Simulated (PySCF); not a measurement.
Compound: C₅H₂F₃NS.
Z-matrix (Å and degrees, PBE0-D3(BJ)/def2-SVP geometry), rows numbered from 1:
```
F 
C   1  1.3044
F   2  1.3109  1  112.35
C   2  1.3395  1  124.13  3   179.94
F   4  1.3364  2  117.15  1     0.03
C   4  1.4512  2  127.28  1   179.75
C   6  1.4340  4  128.01  2     0.62
N   7  1.3089  6  116.39  4  -179.98
S   8  1.6542  7  109.78  6    -0.08
C   6  1.3799  4  122.54  2  -179.50
H   7  1.0920  6  124.75  4    -0.09
H  10  1.0892  6  127.35  4    -0.00
```

Linear response at CAM-B3LYP/def2-SVPD (PySCF, frozen core in the response, non-relativistic).

Static isotropic polarisability: 86.60 au (12.83 Å³), principal values 50.8, 81.0, 128.0 au.

Problem. What is the polarisability at 1064 nm and at the sodium D line?

Solution. 87.81 au at 1064 nm (+1.4 %), 90.88 au at 589.3 nm (+4.9 %). The rise at 589.3 nm is 3.53 times that at 1064 nm; a pure ω² law gives 3.26. The lowest singlet lies at 242 nm, shorter than both wavelengths.

Problem. What is the isotropic C6 coefficient between two such molecules, C6 = (3/π)∫α(iω)² dω?

Solution. 2903 au (Eh·bohr⁶) by a ten-point quadrature over imaginary frequencies, which is 1730 eV·Å⁶ or 167 J·nm⁶/mol.

Problem. Which effective excitation energy ω̄ makes London's formula C6 = (3/4)α²ω̄ exact here?

Solution. ω̄ = 4·C6/(3α²) = 0.516 Eh = 14.0 eV. A one-pole form α(ω) = α/(1 − ω²/ω̄²) fitted to the 1064 nm value gives 9.9 eV.

Problem. What n − 1 at the D line would an ideal gas of it have at 273.15 K and 1 atm (2.6868 × 10¹⁹ cm⁻³), by n − 1 = 2π·N·α′?

Solution. 22.73 × 10⁻⁴, a formal value whether or not that pressure can be reached.

Problem. What molar refraction at the D line follows from R = (4π/3)·N_A·α′, with α′ the polarisability volume?

Solution. α′ = 13.47 Å³ gives R = 33.97 cm³/mol, for isolated, non-vibrating species.

Problem. What does −C6/R⁶ come to at R = 12 Å between centres?

Solution. -56 J/mol. This is the leading, orientation-averaged term; C8 and higher terms are left out.

One conformer stands for the species.
